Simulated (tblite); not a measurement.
A tight-binding relaxation on `BrC([C@H]1C[C@H]1C(C)C)=O`.

Computed with GFN2-xTB geometry optimisation, gas phase (tblite 0.8.0). Start geometry: from a force field or distance geometry. The input is one job of a driver script: a line of settings, then coordinates in Å.

Command:
```bash
OMP_NUM_THREADS=1 python probes_run.py task.json out
```

Input:
```
{"job": {"kind": "relax", "xc": "GFN2-xTB", "basis": "xTB"}, "charge": 0, "multiplicity": 1}
C     -1.489100     1.159900     0.318500
C     -0.752300    -0.163100     0.246100
C     -1.729800    -1.327500     0.116300
C      0.223900    -0.162100    -0.907700
C      1.410800    -1.097800    -0.868700
C      1.624400     0.397600    -0.795700
C      2.139700     1.022700     0.449800
O      2.361300     0.399900     1.486100
Br     2.473000     2.894800     0.477100
H     -2.070800     1.342200    -0.595100
H     -2.200600     1.174400     1.159700
H     -0.807200     1.996100     0.447500
H     -0.218400    -0.303500     1.213300
H     -1.210700    -2.286200     0.089100
H     -2.319500    -1.233200    -0.812800
H     -2.445000    -1.340200     0.964300
H     -0.281600    -0.040200    -1.848600
H      1.682200    -1.603800    -1.797900
H      1.587800    -1.690700     0.018700
H      2.016900     0.871500    -1.688500
```

Output:
```
step      E/eV     max force
  0    -781.72886    3.495
  1    -781.80283    4.010
  2    -781.89454    0.808
  3    -781.91136    0.559
  4    -781.93268    0.331
  5    -781.93870    0.329
  6    -781.95174    0.311
  7    -781.95876    0.257
  8    -781.96351    0.163
  9    -781.96570    0.132
... (53 lines left out)
 63    -781.99725    0.017
 64    -781.99729    0.017
 65    -781.99732    0.016
 66    -781.99736    0.012
 67    -781.99739    0.010
 68    -781.99742    0.011
 69    -781.99744    0.012
 70    -781.99747    0.013
 71    -781.99749    0.012
 72    -781.99751    0.008
```

«max force» is the largest atomic force in eV/Å.

From which step on does the largest force stay under 0.1 eV/Å, and how much energy is left to gain from there?

From step 22 (0.085 eV/Å), 14.1 meV above the end.

In short: energy lowered by 6.2 kcal/mol over 72 steps; largest atomic force 0.008 eV/Å at the end.

Run on x86-64 server, one thread, no GPU, on a shared host.
Labels such as C1 count atoms from 1, the log's own numbers from 0.
